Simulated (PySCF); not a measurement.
Computed IR spectrum (relative IR intensity) of a molecule C3H7FOSi. Geometry optimised at B3LYP-D3(BJ)/def2-SVP. One conformer was computed; it need not be the lowest. These are B3LYP-D3(BJ)/def2-SVP in PySCF 2.14.0 values and carry that method's errors. Frequencies are harmonic and unscaled.

ν (cm⁻¹): 500 (vw), 637 (vw), 723 (w), 759 (w), 771 (w), 872 (vw), 878 (w), 881 (m), 940 (vs), 983 (m), 1087 (m), 1187 (vs), 1277 (w), 1306 (m), 1412 (m), 1781 (m), 2203 (m), 2216 (m), 3141 (w), 3218 (vw) (against the strongest line: vs over 80 %, s over 45 %, m over 15 %, w over 4 %, vw less)

Q: Identify the compound among the candidates.
A. C=C(F)[Si@@H](C)O
B. O[Si@@H](F)C1CC1
C. C[SiH2]O/C=C\F
D. O[C@H]1C[Si@@H](F)C1

A: C, C[SiH2]O/C=C\F
